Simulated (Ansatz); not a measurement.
C3H6Zn at its PBE0-D4/def2-TZVP geometry, where that method's forces vanish. Total charge 0; spin multiplicity 1. The bonds changed during the relaxation, so this is another structure than the one it started from.

```xyz
10

C     0.7082   -0.9680    0.6932
C     0.6864    0.1801    0.0298
C    -0.2675    0.5190   -1.0617
Zn   -2.4155    0.3797    2.1456
H     0.0106   -1.7677    0.4630
H     1.4238   -1.1527    1.4858
H     1.4066    0.9516    0.2959
H     0.2635    0.7726   -1.9845
H    -0.8693    1.3951   -0.7960
H    -0.9467   -0.3095   -1.2713
```

**Question.** What forces (eV/Å) does ωB97M-V/def2-TZVPP give on these atoms in the Gaussian-basis code of Ansatz? (Best estimate.)

**Answer.** The calculation gave: 
```
C1   0.013 -0.020  0.008
C2   0.190 -0.034  0.204
C3  -0.178  0.088 -0.223
Zn4 -0.015  0.005  0.007
H5   0.040  0.067  0.006
H6  -0.049  0.021 -0.067
H7  -0.052 -0.067 -0.015
H8  -0.046 -0.032  0.080
H9   0.049 -0.080 -0.016
H10  0.048  0.052  0.016
```
